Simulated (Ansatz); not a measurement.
A structure relaxed at PBE0-D4/def2-TZVP, charge 0, multiplicity 1:

```json
{"atom": "C1", "x (Å)": "0.734", "y (Å)": "-0.030", "z (Å)": "-1.239"}
{"atom": "C2", "x (Å)": "-0.211", "y (Å)": "-0.635", "z (Å)": "-0.221"}
{"atom": "C3", "x (Å)": "0.538", "y (Å)": "-1.549", "z (Å)": "0.740"}
{"atom": "N4", "x (Å)": "-0.933", "y (Å)": "0.393", "z (Å)": "0.504"}
{"atom": "Ga5", "x (Å)": "-0.908", "y (Å)": "2.210", "z (Å)": "0.436"}
{"atom": "H6", "x (Å)": "0.201", "y (Å)": "0.598", "z (Å)": "-1.956"}
{"atom": "H7", "x (Å)": "1.491", "y (Å)": "0.588", "z (Å)": "-0.747"}
{"atom": "H8", "x (Å)": "1.249", "y (Å)": "-0.817", "z (Å)": "-1.793"}
{"atom": "H9", "x (Å)": "-0.934", "y (Å)": "-1.256", "z (Å)": "-0.772"}
{"atom": "H10", "x (Å)": "-0.143", "y (Å)": "-1.989", "z (Å)": "1.474"}
{"atom": "H11", "x (Å)": "1.300", "y (Å)": "-0.983", "z (Å)": "1.284"}
{"atom": "H12", "x (Å)": "1.028", "y (Å)": "-2.367", "z (Å)": "0.205"}
{"atom": "H13", "x (Å)": "-1.545", "y (Å)": "-0.007", "z (Å)": "1.201"}
{"atom": "H14", "x (Å)": "-0.003", "y (Å)": "2.957", "z (Å)": "-0.589"}
{"atom": "H15", "x (Å)": "-1.865", "y (Å)": "2.886", "z (Å)": "1.472"}
```

(1) Give its formula and SMILES.

(2) Point group (tolerance 0.08 Å, 0.16 Å for H)?

(3) Summarise the bond lengths by kind.

## Answers

(1) C3H10GaN, `CC(C)[NH][GaH2]`.

(2) C1.

(3) 2 × C–C 1.515 to 1.523 Å; 7 × C–H 1.092 to 1.102 Å; 1 × C–N 1.450 Å; 1 × Ga–N 1.819 Å; 1 × H–N 1.010 Å; 2 × Ga–H 1.558 to 1.564 Å.

All numbers were calculated with Ansatz.
